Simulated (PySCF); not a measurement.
Si(F)(Br)(OH)2 (BrFH₂O₂Si), SMILES O[Si](O)(F)Br.

Coordinates come from a PBE-D3(BJ)/def2-SVP optimisation. This is a generated structure with no PubChem entry under its InChIKey; it may be hypothetical. The values are those of a single conformer.

Level of theory: PBE-D3(BJ)/def2-SVP (PySCF).

Frequencies are harmonic and unscaled.

Task: Estimate the vibrational spectrum. (The exact figures need the calculation; the answer reports its results.)

Result: 
```csv
mode,ν (cm⁻¹),IR (km/mol),moving atoms (share of kinetic energy)
1,107,104.5,"H 60 %, O 26 %, F 10 %"
2,150,12.8,"H 55 %, O 25 %, F 13 %"
3,208,4.4,"F 39 %, H 28 %, O 15 %, Br 9 %, Si 9 %"
4,237,66.7,"H 44 %, O 40 %, Si 10 %"
5,264,14.8,"O 38 %, Br 35 %, F 18 %"
6,314,19.9,"O 57 %, Si 19 %, F 18 %"
7,320,46.4,"O 41 %, F 27 %, H 16 %, Si 15 %"
8,461,142.0,"Si 53 %, O 16 %, Br 12 %, F 11 %"
9,760,133.0,"O 45 %, H 36 %, F 13 %"
10,790,180.2,"H 71 %, O 28 %"
11,841,178.8,"H 44 %, Si 24 %, F 22 %, O 9 %"
12,939,147.1,"Si 47 %, O 29 %, F 18 %"
13,980,130.8,"Si 47 %, O 35 %, H 13 %"
14,3756,105.0,H 94 %
15,3769,100.0,H 94 %
```
